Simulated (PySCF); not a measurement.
# TcH₃⁺, broken-symmetry Ms = 1/2: structure and spectrum

Level of theory: UPBE0/[Tc def2-TZVP with ECP28, H def2-TZVP], scalar-relativistic core potentials, density fitting, no spin–orbit coupling, PySCF.

The structure is a higher-order saddle point with 2 imaginary modes (one degenerate set).

```xyz
4
charge 1 multiplicity 2, angstrom
Tc    0.0000    0.0000   -0.0365
H     1.0092    0.0000    1.1955
H    -0.5046    0.8740    1.1955
H    -0.5046   -0.8740    1.1955
```

```json
{"Point group": "C3v", "Bond lengths": "Tc–H 1.593 Å (×3)", "Bond angles": "H–Tc–H 66.6° (×3)", "Spin squared ⟨S²⟩": "1.761", "Zero-point energy (real modes)": "42.2 kJ/mol", "Highest occupied level (β)": "-13.64 eV", "Principal quadrupole moments (Buckingham, traceless) about the centre of mass": "-0.66, -0.66, 1.33 D Å", "Principal polarisabilities": "26.6, 27.8, 27.8 bohr³", "Dipole moment about the centre of mass": "1.76 D", "Lowest empty level (α)": "-10.59 eV", "Rotational constants": "5.474, 2.813, 2.813 cm⁻¹"}
```

Harmonic modes (masses in u: Tc 98.907, H 1.008):
```
symmetry  ω (cm⁻¹)  IR (km/mol, summed over degenerate members)
       e      268i                                            –
      a1       649                                         32.6
       e      2126                                          2.2
      a1      2156                                         27.2
```

In C3v the vibrations span 2e + 2a1.

Charges (e):
| atom | Mulliken | Löwdin | polar tensor | spin (Mulliken) | Mayer order to Tc1 |
| --- | --- | --- | --- | --- | --- |
| Tc1 | 0.41 | 0.68 | 0.98 | 1.22 | – |
| H2,3,4 | 0.20 | 0.11 | 0.01 | -0.07 | 0.93 |

Mulliken populations on Tc1 (electrons outside its core potential): s 2.63, p 6.23, d 5.72, f 0.01.

The determinant is spin-contaminated (⟨S²⟩ = 1.76, pure value 0.75). This need not be the most stable arrangement of these atoms. With open d or f shells other occupations or spin states may lie lower. At this level a quartet minimum of Cs symmetry lies 119 kJ/mol below this structure.

The final relaxation and frequency run took about 110 core-seconds on a shared host.
